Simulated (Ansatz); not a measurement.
The pair A = N2 (SMILES N#N) (first 2 atoms), B = CH3Cl (SMILES CCl); geometry from B3LYP-D3(BJ)/def2-TZVP.
(charge 0, multiplicity 1):
```xyz
7

N      0.21846    -0.37646    -0.16396
N      1.10230     0.08336    -0.60762
C     -0.95224    -0.66402     3.07120
Cl     0.43347     0.45770     3.28008
H     -0.56514    -1.63081     2.76492
H     -1.47202    -0.74218     4.02120
H     -1.60694    -0.25868     2.30636
```

Cores are frozen in the correlated methods. MP2 and its Hartree–Fock in aug-cc-pV(Q+d)Z, aug-cc-pV(T+d)Z are density fitted.

Run with Ansatz (a quantum-chemistry and plane-wave program). Each number belongs to the level named beside it.

The counterpoise-corrected interaction energy is E(AB) − E(A in the pair's basis) − E(B in the pair's basis). Total energies (hartree):

```json
[
 {"level": "HF/aug-cc-pV(T+d)Z", "AB": "-608.1349776", "A in the pair's basis": "-108.9859498", "B in the pair's basis": "-499.1497061"},
 {"level": "MP2/aug-cc-pV(T+d)Z", "AB": "-608.8960285", "A in the pair's basis": "-109.3636730", "B in the pair's basis": "-499.5307125"},
 {"level": "HF/aug-cc-pV(Q+d)Z", "AB": "-608.1474384", "A in the pair's basis": "-108.9927875", "B in the pair's basis": "-499.1553270"},
 {"level": "MP2/aug-cc-pV(Q+d)Z", "AB": "-608.9572749", "A in the pair's basis": "-109.3926944", "B in the pair's basis": "-499.5628472"},
 {"level": "MP2/aug-cc-pV(D+d)Z", "AB": "-608.7092474", "A in the pair's basis": "-109.2769693", "B in the pair's basis": "-499.4308594"},
 {"level": "CCSD(T)/aug-cc-pV(D+d)Z", "AB": "-608.7665826", "A in the pair's basis": "-109.2933221", "B in the pair's basis": "-499.4721543"}
]
```

Question: Work out the counterpoise-corrected interaction energy at the basis-set limit: extrapolate the MP2 correlation part as X⁻³, take Hartree–Fock from the larger set, and add the CCSD(T) − MP2 difference of aug-cc-pV(D+d)Z.

Answer: 
1. Differences (1 hartree = 627.509 kcal/mol): HF/aug-cc-pV(T+d)Z 0.426; MP2/aug-cc-pV(T+d)Z -1.031; HF/aug-cc-pV(Q+d)Z 0.424; MP2/aug-cc-pV(Q+d)Z -1.088; MP2/aug-cc-pV(D+d)Z -0.890; CCSD(T)/aug-cc-pV(D+d)Z -0.694.
2. Correlation parts, MP2 less HF: -1.457 in aug-cc-pV(T+d)Z (X = 3), -1.512 in aug-cc-pV(Q+d)Z (X = 4).
3. Limit (4³·(-1.512) − 3³·(-1.457))/(4³ − 3³) = -1.552; with HF/aug-cc-pV(Q+d)Z it gives -1.128.
4. CCSD(T) less MP2 in aug-cc-pV(D+d)Z: 0.196.
Result: -0.93 kcal/mol, against -1.03 at MP2/aug-cc-pV(T+d)Z. It is an estimate of this method's limit, not of the exact value.
